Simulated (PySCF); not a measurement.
**Tc: ionisation energy**

Tc [Kr] 4d5 5s2 (6S) → Tc⁺ [Kr] 4d5 5s1 (7S), as a difference of total energies. Calculation: PySCF 2.14, in cc-pVDZ-PP with ECP28MDF (4s4p3d1f, 38 functions); scalar relativity through the core potential. Correlated levels: valence: 4s2 4p6 frozen. The calculations carry no spin-orbit coupling.

```csv
method,ionisation energy (eV),error (eV)
UHF,5.583,-1.536
LDA,7.378,+0.259
TPSS,6.807,-0.312
MP2 (valence),6.562,-0.557
SCS-MP2 (valence),6.774,-0.345
```

Reference: 7.119 eV (measured; NIST Atomic Spectra Database, ionization energies).

Errors of the correlated levels include the incompleteness of this basis and the frozen core.

MP2 underrates the near-degeneracy of ns² with np² in the lower species.
